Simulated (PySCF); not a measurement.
## UHF on Ca⁺ (calcium, charge +1)

Configuration: [Ar] 4p1, 2P determinant (an excited configuration). Computed with PySCF 2.14 in aug-cc-pwCVTZ-X2C (9s8p6d3f, 84 functions), with the spin-free X2C one-electron Hamiltonian (Gaussian nucleus).

```json
{"Total energy": "-679.340264 hartree", "One-electron energy": "-924.5809 hartree", "Hartree (Coulomb) energy": "280.5676 hartree", "Exchange energy": "-35.3269 hartree", "⟨S²⟩": "0.7500", "⟨L²⟩": "2.001", "Sum of ⟨r⟩": "17.28 bohr", "Sum of ⟨r²⟩": "38.66 bohr²", "Traceless quadrupole moment −½Σ⟨3z² − r²⟩ along its main axis": "-9.26 e·bohr²", "Langevin diamagnetic susceptibility": "-30.6 ×10⁻⁶ cm³/mol"}
```

| shell | electrons | mean orbital energy (eV) | spread (eV) | rms radius, mean of both spins (bohr) |
| --- | --- | --- | --- | --- |
| 1s α | 1 | -4092.8 | 0 | 0.0888 |
| 1s β | 1 | -4092.8 | 0 | 0.0888 |
| 2s α | 1 | -469.58 | 0 | 0.393 |
| 2s β | 1 | -469.54 | 0 | 0.393 |
| 2p α | 3 | -379.15 | 0.054 | 0.362 |
| 2p β | 3 | -379.09 | 0.069 | 0.362 |
| 3s α | 1 | -69.370 | 0 | 1.24 |
| 3s β | 1 | -69.244 | 0 | 1.24 |
| 3p α | 3 | -44.395 | 0.063 | 1.37 |
| 3p β | 3 | -44.257 | 0.270 | 1.37 |
| 4p α | 1 | -8.435 | 0 | 4.82 |

Densities and radii are taken from the X2C orbitals without a picture-change correction, which distorts them close to the nucleus.

Spin-orbit constants ζ (cm⁻¹) from the X2C one-electron operator on these orbitals: bare nucleus, nucleus screened by l(l+1)(2l+1)/3 electrons, and screened by the Breit-Pauli mean field of the electrons.

```json
{"shell": "2p", "bare": "21480", "screened nucleus": "19330", "mean field": "18360"}
{"shell": "3p", "bare": "2123", "screened nucleus": "1911", "mean field": "1799"}
{"shell": "4p", "bare": "120.1", "screened nucleus": "108.1", "mean field": "101.1"}
```

To first order the Landé constant is A = 101.1 cm⁻¹, so the lowest level has J = 1/2 and lies 0.0125 eV below the centre of the term.
